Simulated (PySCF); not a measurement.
Ionisation energy of Ti+ by level of theory

Ti+ [Ar] 3d2 4s1 (4F) → Ti(2+) [Ar] 3d2 (3F), as a difference of total energies. Calculation: PySCF 2.14, in aug-cc-pVTZ-DK (8s7p5d3f2g, 93 functions); the spin-free X2C one-electron Hamiltonian (Gaussian nucleus). Correlated levels: valence: [Ar] frozen. The calculations carry no spin-orbit coupling.

| method | ionisation energy (eV) | error (eV) |
| --- | --- | --- |
| UHF | 12.940 | -0.635 |
| LDA | 14.215 | +0.640 |
| PBE | 14.021 | +0.446 |
| PBE0 | 13.795 | +0.220 |
| r2SCAN | 13.838 | +0.263 |
| M06-L | 12.928 | -0.647 |
| LC-wPBE | 13.533 | -0.042 |
| r2SCANh | 13.788 | +0.213 |
| wB97X | 13.212 | -0.363 |
| MP2 (valence) | 13.122 | -0.453 |
| SCS-MP2 (valence) | 13.000 | -0.575 |

Reference: 13.575 eV (measured; NIST Atomic Spectra Database, ionization energies).

Errors of the correlated levels include the incompleteness of this basis and the frozen core.
